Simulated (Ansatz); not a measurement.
A nudged elastic band was laid between two geometries of C2H6FGa + ClH (12 atoms, charge 0, multiplicity 1).

Theory: RKS B3LYP-D4/def2-SVP in Ansatz 0.2.0.

```
movable images  : 2
climbing image  : no
spring          : 5.0 eV/Å²
optimiser       : quadratic models (default)
start path      : through a guess of the saddle point
force threshold : 0.05 eV/Å
iteration limit : 60
end points      : relaxed
```

Initial state:

```xyz
12
Properties=species:S:1:pos:R:3
Ga 0.213 0.178 0.024
F 1.670 -0.289 1.054
C 0.524 -0.233 -1.869
C -1.064 1.212 1.094
H 0.952 -1.699 1.352
Cl -0.127 -2.458 1.115
H 0.443 0.674 -2.489
H 1.524 -0.671 -2.001
H -0.229 -0.957 -2.219
H -1.310 0.651 2.009
H -0.604 2.169 1.389
H -1.991 1.422 0.540
```

Final state:

```xyz
12
Properties=species:S:1:pos:R:3
Ga -0.176 -0.179 -0.006
F 1.729 -0.506 1.186
C 0.504 -0.254 -1.847
C -1.079 1.165 1.104
H 1.333 -1.361 1.376
Cl -0.437 -2.284 0.849
H 0.507 0.736 -2.327
H 1.531 -0.651 -1.841
H -0.122 -0.938 -2.441
H -1.102 0.839 2.154
H -0.571 2.139 1.036
H -2.117 1.294 0.758
```

Question: Which bonds break or form, and what moves?

Answer: Bonds broken: H5–Cl6. Bonds formed: F2–H5. C2H6FGa + ClH becomes C2H6ClGa + FH.

Question: Give the energies along the band, and the barrier.

Answer: It converged. The highest image is number 0 of 0 to 3, 0.0 kcal/mol above the first end and 7.2 kcal/mol above the last; the last end lies 7.2 kcal/mol below the first. The highest image is an end point: on this band no image between the ends rises above it. So few images can step over the top or miss a turn of the path. The orbitals stay closed-shell, which can raise the energy where a bond breaks towards radicals; this wasn't checked here.

```tsv
image	path coordinate (Å)	energy (kcal/mol)	H5–Cl6 (Å)	F2–H5 (Å)
0	0.00	0.0	1.34	1.61
1	0.49	-1.3	1.62	1.12
2	0.98	-7.0	2.01	0.97
3	1.48	-7.2	2.06	0.96
```

Time of the run: 86 s on 4 threads of Arm Neoverse N1 (shared host), peak memory 0.35 GiB.
